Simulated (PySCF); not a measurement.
CNO, SMILES [N]=C=O (connectivity only; charge and spin as stated), charge -1, multiplicity 1. Heavy atoms are numbered as in [N:1]=[C:2]=[O:3].

Geometry: B3LYP-D3(BJ)/def2-TZVPD. The multiplicity is an assumed one; other spin states were not compared. The isomer is the one that the SMILES or the coordinates give; other isomers of the formula were not compared.

Level of theory: PBE0/pcSseg-2 run with PySCF.

GIAO shieldings, no solvent; atoms alike by connectivity are averaged. δ = σ(ref) − σ: ¹⁵N against NH3 (σ = 263.3 ppm); ¹³C against TMS (σ = 186.1 ppm); ¹⁷O against H2O (σ = 327.8 ppm), references at their B3LYP-D3(BJ)/def2-TZVP geometries, non-relativistic.

| atoms | nucleus | count | δ (ppm) |
|---|---|---|---|
| N1 | ¹⁵N | 1 | 93.7 |
| C2 | ¹³C | 1 | (withheld) |
| O3 | ¹⁷O | 1 | 45.1 |

### Question
Complete the blanks. (The exact figures need the calculation; the answer reports its results.)

### Answer

- C2, δ (ppm): 137.1
